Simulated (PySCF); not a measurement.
# How the method changes the constants of RbMg⁺

State: ¹Σ⁺ (singlet), closed shell. Set-up: PySCF, scalar-relativistic core potentials, basis sets Rb def2-SVPD with ECP28, Mg def2-SVPD. De refers to Rb⁺ + Mg in their ground configurations, without counterpoise correction. A positive dipole points towards Mg; it is taken about the centre of mass and depends on that origin.

```
      Level  Re (Å)  ωe (cm⁻¹)  De (eV)  μ (D)  CPU s a point (SCF and correlation, without the integrals)
    RHF-MP2   4.044       80.5    0.267    n/a                                                       0.059
RHF-SCS-MP2   4.071       78.7    0.254    n/a                                                         n/a
   RHF-CCSD   4.055       79.8    0.255    n/a                                                         n/a
RHF-CCSD(T)   4.044       80.6    0.260    n/a                                                         1.7
        PBE   3.954       83.7    0.312  -0.54                                                        0.35
       PW91   3.946       84.0    0.328  -0.48                                                        0.25
       BP86   4.001       78.3    0.255  -0.78                                                        0.23
     r²SCAN   4.036       79.7    0.261  -0.85                                                        0.51
      M06-L   4.062       70.4    0.227  -1.25                                                        0.51
       PBE0   3.969       83.4    0.291  -0.64                                                        0.64
      HSE06   3.971       82.6    0.291  -0.66                                                        0.44
```

Which functional lies closest to RHF-CCSD(T) in De, which farthest, and by how much do they differ from it?

Closest is r²SCAN (-0.8 pm in Re, -1.1 % in ωe, +0.00 eV in De against RHF-CCSD(T) in the same basis), farthest PW91 (-9.8 pm in Re, +4.2 % in ωe, +0.07 eV in De). CCSD(T) converges more slowly with the basis than the functionals do and binds too weakly in this one, so the order can change at the basis-set limit.

What does a quarter of exact exchange do here, going from PBE to PBE0?

PBE0 less PBE: +1.5 pm in Re, -0.4 % in ωe, -0.02 eV in De. Exact exchange removes part of the self-interaction that spreads semilocal densities, and in most molecules shortens and stiffens the bond and lowers De; here Re goes the other way.

Correlated steps freeze 1 core orbital. Closed-shell solutions of metal pairs were not tested for spin polarisation, which can lower them a little. The bond is weak. Basis-set superposition, not corrected here, can be much of De in a small basis, most of all at correlated wavefunction levels. For an ion De counts to the pair picked by the measured ionisation energies or electron affinities, which need not be the lowest pair at this level.

The whole job (state search and all levels along the bond) took about 1 min on 1 thread of Arm Neoverse V2 (shared host), peak memory 0.56 GiB.
